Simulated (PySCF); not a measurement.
PySCF 2.14 output of an unrestricted PBE0 calculation on a single atom or ion in aug-cc-pVTZ-PP with ECP28MDF (6s6p5d3f2g, 88 functions), with scalar relativity through the core potential:

```
SCF conv_tol = 1e-09
number electrons alpha = 10  beta = 7
    C. Adamo and V. Barone.,  J. Chem. Phys. 110, 6158 (1999)
    M. Ernzerhof and G. E. Scuseria.,  J. Chem. Phys. 110, 5029 (1999)
cycle= 1 E= -145.558368658358  delta_E= -0.0059  |g|= 0.0217  |ddm|= 0.125
cycle= 2 E= -145.558443822283  delta_E= -7.52e-05  |g|= 0.0137  |ddm|= 0.0211
cycle= 3 E= -145.558482799577  delta_E= -3.9e-05  |g|= 0.00168  |ddm|= 0.00766
cycle= 4 E= -145.558483426225  delta_E= -6.27e-07  |g|= 4.6e-05  |ddm|= 0.00118
cycle= 5 E= -145.558483427189  delta_E= -9.64e-10  |g|= 5.67e-06  |ddm|= 4.52e-05
converged SCF energy = -145.558483427189  <S^2> = 3.7510015  2S+1 = 4.0005007
```

The run itself started from symmetry-adapted Hartree-Fock orbitals and held the occupation by maximum overlap, on a logarithmic radial grid, so the iterations belong to that start.

Question: Which element, charge and spin multiplicity is this?

Answer: Ag²⁺ (silver, charge +2), multiplicity 4; the state was [Kr] 4d8 5s1, high-spin 4F determinant (an excited configuration).

Energies and moments cover only the electrons outside the core potential.
